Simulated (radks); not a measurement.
Values are calculated unless marked as measured or tabulated.
Kinetic energies: the exact non-interacting value of the Kohn-Sham orbitals and orbital-free approximations, as 100 (|E| - |E exact|)/|E exact|, negative where the magnitude is too small. Species: Mn [Ar] 3d5 4s2; Ge3+ [Ar] 3d10 4s1; Sn2+ [Kr] 4d10 5s2; Cd2+ [Kr] 4d10; Xe [Xe]. Level of theory: non-relativistic Kohn-Sham, r2SCAN, spin-polarised, spherical densities, point nucleus; meta-GGA in the generalised Kohn-Sham scheme (a radial shooting solver on a logarithmic mesh with Libxc functionals). Every spin shell is full or empty, so the densities are truly spherical. Functionals are evaluated on that one density, not self-consistently.

functional	Mn	Ge3+	Sn2+	Cd2+	Xe
exact (hartree)	1150.06	2073.57	6022.31	5464.46	7232.24
Thomas-Fermi	-6.60	-6.16	-5.28	-5.34	-5.18
von Weizsacker	-47.25	-51.63	-58.41	-57.86	-59.46
TF + vW	+46.15	+42.21	+36.31	+36.80	+35.36
TF + vW/9	-0.74	-0.79	-0.66	-0.66	-0.67
TF + vW/5	+3.95	+3.51	+3.04	+3.09	+2.93
LC94	+0.01	-0.03	+0.09	+0.09	+0.07
APBEK	+0.11	+0.06	+0.14	+0.14	+0.11
Perdew 92	-0.73	-0.78	-0.65	-0.65	-0.67
Thakkar	-0.36	-0.50	-0.55	-0.54	-0.60
Pearson	-1.31	-1.19	-0.90	-0.91	-0.90
LKT	+25.49	+22.89	+19.22	+19.53	+18.63
DePristo-Kress	-0.07	-0.12	-0.07	-0.07	-0.11
Ernzerhof	-0.29	-0.41	-0.38	-0.37	-0.41
